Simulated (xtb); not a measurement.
C₃H₇BO₃, SMILES OB1OCC[C@H]1O. All values are semi-empirical tight-binding results from xtb (GFN2-xTB unless named), good for trends rather than for accurate numbers. Coordinates come from a GFN2-xTB optimisation. The structure was generated by enumeration; whether it is a known compound was not checked. Other conformers were not sampled.

Optimised geometry:

```xyz
14

O      2.1705    -0.0290    -0.0611
B      0.8513    -0.2437    -0.1225
O      0.2852    -1.4720     0.0552
C     -1.1312    -1.4059    -0.0255
C     -1.5355     0.0624     0.1528
C     -0.3087     0.8564    -0.3634
O     -0.1820     2.1385     0.2220
H      2.7024    -0.8123     0.0861
H     -1.5459    -2.0605     0.7451
H     -1.4330    -1.7805    -1.0099
H     -1.6738     0.2890     1.2119
H     -2.4549     0.2996    -0.3763
H     -0.4370     1.0533    -1.4347
H      0.2478     2.0525     1.0784
```
Charge 0, spin multiplicity 1.

```yaml
orbital_gap: 6.10 eV
dipole_moment: 2.71 D
zero_point_energy: 68.1 kcal/mol
G − E(el) at 298.15 K (modified RRHO): 48.6 kcal/mol
static polarisability (D4 model): 59.8 bohr³
solvation energy, GFN2-xTB/ALPB(water): -8.3 kcal/mol
solvation energy, GFN2-xTB/ALPB(ch2cl2): -7.1 kcal/mol
```

Computed IR lines (harmonic; lines under 4 % of the strongest left out, lines within 3 cm⁻¹ merged):
ν (cm⁻¹): 168 (w), 257 (m), 410 (w), 578 (w), 617 (s), 632 (w), 909 (m), 1070 (m), 1094 (m), 1141 (w), 1192 (s), 1311 (w), 1342 (m), 1362 (vs), 2914 (w), 2920 (w), 2953 (w), 2981 (w), 3024 (w), 3601 (w) (against the strongest line: vs over 80 %, s over 45 %, m over 15 %, w over 4 %, vw less)

Computed atomic charges and the Wiberg bond orders between heavy atoms:
charges (e) O1 -0.45, B2 0.43, O3 -0.37, C4 0.07, C5 -0.09, C6 0.02, O7 -0.44, H8 0.32, H9 0.05, H10 0.04, H11 0.04, H12 0.05, H13 0.05, H14 0.28. Bond orders O1–B2 1.22, B2–O3 1.15, O3–C4 0.97, C4–C5 1.00, B2–C6 0.94, C5–C6 0.98, C6–O7 0.99.
